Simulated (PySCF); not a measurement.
How methods differ on the excitation energy of Ar²⁺

Ar²⁺ [Ne] 3s2 3p4 (3P) → Ar²⁺ [Ne] 3s1 3p4 4s1 (5P), as a difference of total energies. Computed with PySCF 2.14 in aug-cc-pCVQZ-DK, with scalar relativity by spin-free X2C-1e. Correlated levels: valence: [Ne] frozen; valence and next inner shell: 1s2 frozen; nothing frozen. The calculations carry no spin-orbit coupling.

| method | excitation energy (cm⁻¹) |
| --- | --- |
| UHF | 292730 |
| LDA | 293960 |
| PBE | 292910 |
| PBE0 | 295730 |
| r2SCAN | 294540 |
| B3LYP | 296400 |
| wB97M-V | 297920 |
| ROHF | 291630 |
| MP2 (valence) | 294010 |
| SCS-MP2 (valence) | 295860 |
| MP2 (valence and next inner shell) | 294780 |
| SCS-MP2 (valence and next inner shell) | 296400 |
| MP2 (all electrons) | 294730 |
| SCS-MP2 (all electrons) | 296370 |

A first-order spin-orbit estimate (lowest level to lowest level, LS coupling) adds -0.007 eV.

The promoted electron is Rydberg-like, and one or two diffuse shells describe it only roughly, which tends to raise the upper state.
